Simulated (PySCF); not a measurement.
## Which determinant of SrIn⁺ lies lowest?

Unrestricted PBE0; Sr def2-SVP with ECP28, In def2-SVP with ECP28; scalar-relativistic core potentials (PySCF 2.14). Outer shells of the fragments: Sr+ 5s1; In 4d10 5s2 5p1.

Followed along the bond (rough minima from three points):

```
2Ms+1  unpaired  ⟨S²⟩ at the start  R at minimum (Å)  Te (eV)
    1      none               0.00              3.81     0.00
    3  σ ↑, π ↑               2.00              3.31     0.68
    3      σ ↑↑               2.00              3.99     0.73
    1  σ ↑, π ↓               1.01              3.34     0.92
    3      π ↑↑               2.01  none in the scan   ≤ 1.51
```

Solutions found at the starting distance of 3.200 Å, counted from the lowest of them; the search is not exhaustive and high or unbound solutions are not listed, so other states can lie among these:

| 2Ms+1 | unpaired | term | E (eV) | ⟨S²⟩ | ⟨Lz²⟩ | μ (D) |
| --- | --- | --- | --- | --- | --- | --- |
| 1 | none | ¹Σ⁺ | 0.00 | 0.00 | 0.00 | -5.44 |
| 3 | σ ↑, π ↑ | ³Π | 0.32 | 2.00 | 1.00 | -7.67 |
| 1 | σ ↑, π ↓ | mixed | 0.57 | 1.01 | 1.01 | -7.23 |
| 3 | σ ↑↑ | ³Σ⁺ | 0.73 | 2.00 | 0.00 | -3.70 |
| 3 | π ↑↑ | ³Σ⁻ | 1.29 | 2.01 | 0.00 | -9.39 |
| 1 | π ↑↓ | mixed | 1.46 | 1.00 | 2.01 | -9.38 |
| 3 | σ ↑, δ ↑ | ³Δ | 1.88 | 2.00 | 4.00 | -3.83 |
| 1 | none | mixed | 1.91 | 0.00 | 2.00 | -9.10 |
| 1 | σ ↑, δ ↓ | mixed | 1.95 | 1.00 | 4.00 | -4.27 |

A term symbol is given only where ⟨S²⟩ and ⟨Lz²⟩ are close to those of a pure state; real π, δ and φ orbitals otherwise mix terms. A positive dipole points towards In; it is taken about the centre of mass and depends on that origin.

Problem. Compare the gap between the two lowest followed solutions at the starting distance with the gap between their minima.

Solution. At PBE0 the second solution (triplet, unpaired electrons σ ↑, π ↑) lies +0.32 eV from the first (singlet, closed shell) at 3.200 Å and +0.68 eV at the minima; the two curves relax by different amounts, since their minima lie near 3.31 and 3.81 Å.

Spin–orbit coupling is left out.
